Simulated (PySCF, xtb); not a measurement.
cyclopent-3-en-1-ol (C5H8O), SMILES C1=CCC(O)C1. The values are those of a single conformer.

Harmonic wavenumbers (cm⁻¹) from GFN2-xTB run with xtb 6.7.1 at its own minimum, in rising order: 88, 341, 392, 394, 431, 708, 723, 751, 874, 876, 909, 955, 982, 1032, 1071, 1077, 1109, 1115, 1145, 1207, 1236, 1263, 1283, 1311, 1357, 1462, 1463, 1697, 2957, 2958, 2976, 2984, 2986, 3110, 3126, 3538.

**Question.** What does PySCF with B3LYP-D3(BJ)/def2-SVP give at its own minimum? (Estimate from the structure and the level; the computed values follow.)

**Answer.** 141, 353, 392, 408, 458, 688, 767, 788, 847, 873, 940, 945, 977, 977, 1034, 1078, 1111, 1148, 1175, 1247, 1292, 1301, 1313, 1374, 1421, 1441, 1452, 1680, 3013, 3013, 3080, 3080, 3096, 3181, 3204, 3782. Paired by order, the mean absolute difference is 44 cm⁻¹ and the zero-point energies are 74.2 and 75.9 kcal/mol.
